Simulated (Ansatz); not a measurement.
Basis sets compared for Si(SH)2Cl2 (SiH₂S₂Cl₂). Charge 0, multiplicity 1. Geometry PBE-D4/def2-SVP. Ansatz on 4 threads of Arm Neoverse V2 on a shared host; times are rough, and most runs start from earlier orbitals.

Cartesian coordinates in Å:
```
Si -0.047 -0.121 -0.024
S 1.312 1.016 -1.217
H 1.903 -0.099 -1.734
S -0.472 1.139 1.648
H -1.709 0.596 1.833
Cl 0.835 -1.931 0.486
Cl -1.821 -0.601 -0.992
```

Binding counts from free atoms (Si triplet, S triplet, H doublet, Cl doublet) in the same basis, without a counterpoise term.

| level | functions | energy (Eh) | HOMO (eV) | LUMO (eV) | binding per atom (eV) | wall time |
| --- | --- | --- | --- | --- | --- | --- |
| PBE-D4/def2-SVP | 100 | -2006.1544 | -6.67 | -1.52 | 3.26 | 0.85 s |
| PBE0-D4/def2-SVP | 100 | -2006.3259 | -8.01 | -0.62 | 3.19 | 1.1 s |

Estimate the rows for PBE-D4/def2-TZVP (with forces), PBE0-D4/def2-TZVP.


```
                         level  functions  energy (Eh)  HOMO (eV)  LUMO (eV)  binding per atom (eV)  wall time
PBE-D4/def2-TZVP (with forces)        197   -2006.8621      -6.84      -1.92                   3.29        2 s
             PBE0-D4/def2-TZVP        197   -2007.0266      -8.11      -0.98                   3.24      2.9 s
```
